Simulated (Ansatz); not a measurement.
A nudged elastic band was laid between two geometries of CH3LiNTe (7 atoms, charge 1, multiplicity 1).

The calculation used RKS PBE0-D4/def2-SVP (Ansatz 0.2.0).

```
movable images  : 7
climbing image  : yes
spring          : 5.0 eV/Å²
optimiser       : quadratic models (default)
start path      : through a guess of the saddle point
force threshold : 0.05 eV/Å
iteration limit : 40
end points      : relaxed
```

Image 0:

```xyz
7
Properties=species:S:1:pos:R:3
Li -0.321 -3.386 0.586
C -0.273 -1.373 0.354
Te 0.875 -0.261 -0.741
N 0.469 1.646 -0.282
H -0.980 -0.767 0.954
H 0.664 2.315 -1.026
H -0.433 1.827 0.156
```

Image 8:

```xyz
7
Properties=species:S:1:pos:R:3
Li -0.296 -3.384 0.616
C -0.252 -1.372 0.376
Te 0.854 -0.262 -0.763
N 0.174 1.615 -0.605
H -0.981 -0.769 0.951
H 0.863 2.337 -0.809
H -0.362 1.835 0.234
```

(1) Which bonds break or form, and what moves?

(2) Give the energies along the band, and the barrier.

(3) What is the geometry of the highest image?

(4) What are the harmonic wavenumbers there?

## Answers

(1) No bond is made or broken. The height of N4 over the plane of its neighbours goes from 0.30 to -0.30 Å. The two ends are copies of one structure, up to a mirror image or an exchange of like atoms.

(2) It converged. The highest image is number 4 of 0 to 8, 0.025 eV above the ends, which have the same energy within 2 meV. A vibrational analysis at the climbing image gives one clearly imaginary mode, 336i cm⁻¹: a first-order saddle point. Limits of this set-up: the dipole of an ion depends on the origin.

```csv
image,path coordinate (Å),energy (eV),height of N4 over the plane of its neighbours (Å)
0,0.00,0.000,0.30
1,0.09,0.001,0.28
2,0.18,0.008,0.21
3,0.27,0.019,0.11
4,0.35,0.025,0.01
5,0.43,0.021,-0.08
6,0.51,0.012,-0.17
7,0.58,0.003,-0.25
8,0.66,0.000,-0.30
```

(3) 
```xyz
7
Properties=species:S:1:pos:R:3
Li -0.321 -3.396 0.600
C -0.249 -1.388 0.374
Te 0.848 -0.271 -0.761
N 0.320 1.608 -0.445
H -0.954 -0.788 0.980
H 0.806 2.365 -0.913
H -0.449 1.869 0.164
```

(4) 336i, 130, 144, 209, 267, 516, 678, 711, 802, 834, 962, 1492, 3108, 3593, 3738 cm⁻¹.

Time of the run: 4.3 min on 1 thread of Arm Neoverse V1, with other jobs on the host, peak memory 0.18 GiB.
